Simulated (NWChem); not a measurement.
A series in which one site is exchanged, each optimised at B3LYP/6-31G* with NWChem, gas phase unless a solvent is named. All stand in one matching conformer (torsions within 35°), which need not be the lowest. Pople sets run with spherical d functions. This build's default masses of Se (78.918 u) and Br (79.917 u) are each other's, which moves their modes by up to 0.6 %. Shieldings are non-relativistic GIAO values without spin-orbit effects.

A: NB(N)Cl (BN2H4Cl; site = Cl)
B: NB(Br)N (BN$_{2}$H$_{4}$Br; site = Br)
C: NB(N)F (BN₂H₄F; site = F)
D: B(N)N (BN2H5; site = H)

Values for A:

```
Item                                                     Value
-------------------------------------------------------  -----
orbital gap (eV), B3LYP/6-31G*                            8.60
highest harmonic frequency (cm⁻¹), B3LYP/6-31G*           3709
static polarisability, B3LYP/def2-SVPD (bohr³)            46.9
11B shift against boron trifluoride, B3LYP/6-31G* (ppm)   13.4
11B shift against boron trifluoride, KT2/pcSseg-1 (ppm)   12.1
```

**Question.** How do these values change for the other members?

**Answer.** 
```json
[
 {"change from A": "orbital gap (eV), B3LYP/6-31G*", "B": "-0.11", "C": "-0.14", "D": "-0.10"},
 {"change from A": "highest harmonic frequency (cm⁻¹), B3LYP/6-31G*", "B": "-2", "C": "+9", "D": "-8"},
 {"change from A": "static polarisability, B3LYP/def2-SVPD (bohr³)", "B": "+7.9", "C": "-13.7", "D": "-12.2"},
 {"change from A": "11B shift against boron trifluoride, B3LYP/6-31G* (ppm)", "B": "+1.9", "C": "-4.9", "D": "-2.7"},
 {"change from A": "11B shift against boron trifluoride, KT2/pcSseg-1 (ppm)", "B": "+1.5", "C": "-2.8", "D": "-2.5"}
]
```
